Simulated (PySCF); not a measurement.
C2H6GeSi, SMILES [GeH2]1[CH]=C[SiH2]1.

The structure is a stationary point at B3LYP-D3(BJ)/def2-SVP. This is a generated structure with no PubChem entry under its InChIKey; it may be hypothetical.

Computed with TDDFT-PBE/def2-SVPD (PySCF).

Vertical excitations.  State labels are in the subgroup Cs.

```json
[
 {"state": "S1", "symmetry": "A\"", "energy (eV)": "4.93", "λ (nm)": "252", "f": "0.000", "main pairs": "HOMO→LUMO 99 %"},
 {"state": "S2", "symmetry": "A\"", "energy (eV)": "5.52", "λ (nm)": "225", "f": "0.002", "main pairs": "HOMO−2→LUMO 97 %"},
 {"state": "S3", "symmetry": "A'", "energy (eV)": "5.82", "λ (nm)": "213", "f": "0.018", "main pairs": "HOMO→LUMO+1 54 %, HOMO−1→LUMO 22 %, HOMO−2→LUMO+1 13 %"},
 {"state": "S4", "symmetry": "A\"", "energy (eV)": "5.90", "λ (nm)": "210", "f": "0.001", "main pairs": "HOMO−1→LUMO+1 100 %"},
 {"state": "S5", "symmetry": "A'", "energy (eV)": "6.04", "λ (nm)": "205", "f": "0.000", "main pairs": "HOMO−2→LUMO+1 68 %, HOMO−1→LUMO 21 %"},
 {"state": "S6", "symmetry": "A'", "energy (eV)": "6.27", "λ (nm)": "198", "f": "0.017", "main pairs": "HOMO→LUMO+2 80 %"},
 {"state": "S7", "symmetry": "A\"", "energy (eV)": "6.42", "λ (nm)": "193", "f": "0.007", "main pairs": "HOMO−1→LUMO+2 98 %"},
 {"state": "S8", "symmetry": "A'", "energy (eV)": "6.47", "λ (nm)": "192", "f": "0.159", "main pairs": "HOMO→LUMO+3 36 %, HOMO−1→LUMO 21 %, HOMO→LUMO+1 19 %, HOMO−3→LUMO 7 %"},
 {"state": "S9", "symmetry": "A'", "energy (eV)": "6.51", "λ (nm)": "191", "f": "0.024", "main pairs": "HOMO→LUMO+3 38 %, HOMO−3→LUMO 37 %, HOMO−2→LUMO+2 12 %"},
 {"state": "S10", "symmetry": "A'", "energy (eV)": "6.63", "λ (nm)": "187", "f": "0.113", "main pairs": "HOMO−3→LUMO 40 %, HOMO→LUMO+3 15 %, HOMO−1→LUMO 13 %, HOMO−5→LUMO 8 %"},
 {"state": "T1", "symmetry": "A'", "energy (eV)": "4.26", "λ (nm)": "291", "f": "0", "main pairs": "HOMO−1→LUMO 97 %"},
 {"state": "T2", "symmetry": "A\"", "energy (eV)": "4.72", "λ (nm)": "263", "f": "0", "main pairs": "HOMO→LUMO 92 %"},
 {"state": "T3", "symmetry": "A\"", "energy (eV)": "4.99", "λ (nm)": "248", "f": "0", "main pairs": "HOMO−2→LUMO 91 %"},
 {"state": "T4", "symmetry": "A'", "energy (eV)": "5.11", "λ (nm)": "243", "f": "0", "main pairs": "HOMO→LUMO+1 97 %"}
]
```
Triplets are in the Tamm–Dancoff approximation, which puts them higher than full response would, so one can lie above its singlet here.
